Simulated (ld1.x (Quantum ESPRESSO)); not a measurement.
# Reading a pseudo-wave (gallium (Ga))

Columns: radius, all-electron u(r) and pseudo u(r) of the 4p shell (level -2.74 eV) of gallium in the configuration [Ar] 3d10 4s2 4p1; LDA (PZ), scalar-relativistic, PAW scheme, ld1.x (Quantum ESPRESSO) 7.5.

```csv
r (bohr),all-electron,pseudo
0.100,0.1241,0.0029
0.200,0.0501,0.0117
0.300,-0.0935,0.0260
0.400,-0.1867,0.0455
0.500,-0.2113,0.0695
0.600,-0.1841,0.0976
0.700,-0.1263,0.1288
0.800,-0.0536,0.1625
0.900,0.0239,0.1979
1.000,0.1001,0.2343
1.100,0.1717,0.2710
1.200,0.2371,0.3073
1.300,0.2956,0.3426
1.400,0.3469,0.3765
1.500,0.3915,0.4085
1.600,0.4297,0.4383
1.700,0.4619,0.4655
1.800,0.4887,0.4897
1.900,0.5105,0.5107
2.000,0.5280,0.5280
2.100,0.5414,0.5414
2.200,0.5513,0.5513
2.300,0.5581,0.5581
2.400,0.5621,0.5621
2.500,0.5637,0.5637
2.600,0.5630,0.5630
```

Q: How many radial nodes do the two functions have?

A: The all-electron 4p function has n − l − 1 = 2; the pseudo-wave has 0, since the states of the same l below it are removed with the core.

Q: At about which radius was the pseudo-wave matched?

A: 2.00 bohr, where the columns begin to agree (steps of 0.10 bohr).

Q: Is the pseudo-wave norm-conserving?

A: No, it belongs to a PAW set: the norm inside the radius is not constrained, and the difference is carried by the augmentation charge.
